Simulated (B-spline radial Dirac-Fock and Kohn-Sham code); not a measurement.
# Bi³⁺: non-radiative channels of the 3p3/2 vacancy

System: bismuth as Bi³⁺ in the configuration [Xe] 4f14 5d10 6s2.

Input of the calculation (task.json; shells as n, l, electrons):

```json
{"items": [{
  "Z": 83,
  "q": 3,
  "cfg": [[1, 0, 2], [2, 0, 2], [2, 1, 6], [3, 0, 2], [3, 1, 6], [3, 2, 10], [4, 0, 2], [4, 1, 6], [4, 2, 10], [4, 3, 14], [5, 0, 2], [5, 1, 6], [5, 2, 10], [6, 0, 2]],
  "A": 209,
  "rrms": 5.5211,
  "do": ["binding", "quiet", "decay"],
  "holes": ["K", "L1", "L2", "L3", "M1", "M2", "M3", "M4", "M5", "N1", "N2", "N3", "N4", "N5", "N6", "N7"]
}]}
```

Command: `python xray_run.py task.json out`

Level of theory: one-electron (LDA, Dirac) transition rates at Dirac-Fock energies; a radial B-spline solver. Kinetic energies are configuration averages from the vacuum level; the two-hole energies are estimated from single-hole states.

```
transition  kinetic energy (eV)  width (meV)  share (%)
   M3-M5N4                55.22          690        6.5
   M3-M5N5                81.05          928        8.7
   M3-M4N6                257.4          216        2.0
   M3-M4N7                261.5          313        2.9
   M3-M4O3                338.7          107        1.0
   M3-M5N6                363.9         2460       23.1
   M3-M5N7                370.8         2990       28.1
   M3-M5O1                372.1          233        2.2
   M3-M5O2                420.9          228        2.1
   M3-M5O3                446.9          273        2.6
   M3-M5O4                519.1         73.8        0.7
   M3-M5O5                522.6          107        1.0
   M3-N1N3               1484.9         71.9        0.7
   M3-N2N3               1614.2         89.6        0.8
   M3-N3N3               1743.1          117        1.1
   M3-N3N4               1959.5          174        1.6
   M3-N3N5               1986.1          226        2.1
   M3-N2N7               2141.6         54.4        0.5
   M3-N3N6               2266.2          158        1.5
   M3-N3N7               2272.4          181        1.7
   M3-N4N7               2487.6         48.9        0.5
   M3-N5N6               2506.6         40.2        0.4
   M3-N6N7               2794.6          174        1.6
   M3-N7N7               2800.7         69.0        0.6
```

Coster-Kronig rates are the weakest part of this model and often come out 1.5 to 2.5 times too large. The listed channels hold 94 % of the non-radiative rate. Summed by principal shells, of 10.6 eV in all: MMN 71.4 %, MNN 14.7 %, MMO 10.6 %, MNO 2.7 %, MMP 0.4 %.
